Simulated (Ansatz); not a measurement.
```yaml
crystal:
  periodic: [false, false, false]
  atoms:
    - {symbol: C, position_ang: [0.058497, 0.898380, -0.779919]}
    - {symbol: Al, position_ang: [0.520062, 0.138476, 0.008354]}
    - {symbol: F, position_ang: [1.407508, 0.224144, 0.252952]}
    - {symbol: Ge, position_ang: [-0.315576, -0.922356, 0.711993]}
    - {symbol: H, position_ang: [0.389106, 0.848319, -1.340258]}
    - {symbol: H, position_ang: [0.129087, 1.766834, -0.660278]}
    - {symbol: H, position_ang: [-0.682278, 0.810807, -1.069665]}
    - {symbol: H, position_ang: [0.033692, -2.056668, 0.629624]}
    - {symbol: H, position_ang: [-0.343254, -0.808809, 1.900807]}
    - {symbol: H, position_ang: [-1.206024, -0.939172, 0.462485]}
basis:
  gaussian: {orbitals: def2-TZVPP}
hamiltonian: {xc: {name: SVWN5}}
output: {forces: true}
```

```sh
$ ansatz run in.yaml --threads 4 --pin off --events-out ev --progress --plain --max-ram 10444MiB
```

Output, abridged:

```
Functional definition: SVWN5
1317 factors; their error is unknown
mean field evaluation 1: about -66698.2836 eV, gradient 1.5e2 eV
mean field evaluation 2: about -66529.7815 eV, gradient 3.0e2 eV
mean field evaluation 4: about -66732.9463 eV, gradient 2.4e1 eV
mean field evaluation 8: about -66734.0650 eV, gradient 1.1e-1 eV
mean field evaluation 16: about -66734.0499 eV, gradient 2.2e-3 eV
mean field -66734.04990027 eV, -2452.4310998712 hartree, gradient 4.1e-5 eV, S^2 0.000000; 0 other end points of the search recorded, 0 dependent functions left out
reference -66734.04993942 eV, -2452.4311013101 hartree; 33, 33 occupied and 203, 203 virtual orbitals, 1317 factors
Total energy: -66734.04993942 eV, -2452.4311013101 hartree
Atom 0 at     0.058497     0.898380    -0.779919 Å, force   -38.497489    39.595439    11.659871 eV/Å
Atom 1 at     0.520062     0.138476     0.008354 Å, force  -174.453303   -33.136211   -37.738081 eV/Å
Atom 2 at     1.407508     0.224144     0.252952 Å, force   227.977849    21.892471    62.617505 eV/Å
Atom 3 at    -0.315576    -0.922356     0.711993 Å, force    17.075812   -21.063599    22.603042 eV/Å
Atom 4 at     0.389106     0.848319    -1.340258 Å, force    31.968240    -5.353770   -52.297145 eV/Å
Atom 5 at     0.129087     1.766834    -0.660278 Å, force     0.750569    12.671855     1.959120 eV/Å
Atom 6 at    -0.682278     0.810807    -1.069665 Å, force   -21.675563    -2.207925    -7.802450 eV/Å
Atom 7 at     0.033692    -2.056668     0.629624 Å, force     3.608976   -12.599936    -0.546277 eV/Å
Atom 8 at    -0.343254    -0.808809     1.900807 Å, force    -0.180477     1.167305    12.530014 eV/Å
Atom 9 at    -1.206024    -0.939172     0.462485 Å, force   -46.574616    -0.965628   -12.985600 eV/Å
Dipole moment:     0.007483     0.321502    -0.300390 e Å
```

(1) Something in this input is off. What?

Results:

(1) The geometry is squeezed to about two thirds of its size. The run converged. The result belongs to that input, not to the molecule as meant.
